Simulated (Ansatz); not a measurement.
`C[O][GeH]([F])[O]C` + `C#N` → `C[O][GeH]([F])[C]#N` + CH₃OH  (formal exchange of groups at a Ge–O bond)

Gas-phase electronic energies from Ansatz, PBE0-D4/def2-TZVP geometries. CCSD(T)/CBS is the MP2 limit (def2-TZVPP, def2-QZVPP) plus CCSD(T) − MP2 in def2-TZVPP, frozen cores. This one scheme is used for every species. DFT in def2-TZVPP. B3LYP here is the variant with VWN-RPA as its local correlation; programs differ in this. For Ge outer-core shells are correlated without core-valence functions, which leaves a few kJ/mol of doubt a bond. Scalar relativity is left out up to krypton. Each species was taken in one conformer, which may not be the lowest.

```csv
level,ΔE (kcal/mol),difference from CCSD(T)/CBS
PBE-D4,7.6,-1.4
r2SCAN-D4,9.1,0.1
PBE0-D4,7.6,-1.4
B3LYP-D4,9.1,0.1
ωB97X-V,9.1,0.1
ωB97M-V,8.8,-0.2
B2PLYP,8.7,-0.3
PBE,6.9,-2.1
r2SCAN,8.9,-0.1
PBE0,7.1,-1.9
B3LYP,8.1,-0.9
HF/def2-TZVPP,9.1,0.1
MP2/def2-TZVPP,8.6,-0.4
SCS-MP2/def2-TZVPP,8.7,-0.3
CCSD/def2-TZVPP,8.6,-0.4
CCSD(T)/def2-TZVPP,8.6,-0.4
HF/def2-QZVPP,9.2,0.2
MP2/def2-QZVPP,8.9,-0.1
SCS-MP2/def2-QZVPP,8.9,-0.1
HF/CBS(def2),9.3,0.3
MP2/CBS(def2),9.0,0.0
CCSD/CBS(def2),9.0,0.0
CCSD(T)/CBS,9.0,0
```

Largest T1 diagnostic among the species: 0.014.

The D4 term adds +1.0 kcal/mol with B3LYP and +0.6 kcal/mol with PBE0; it sums over pairs of atoms, weighted by their polarisabilities, and B3LYP, whose exchange is more repulsive, gets the larger term.
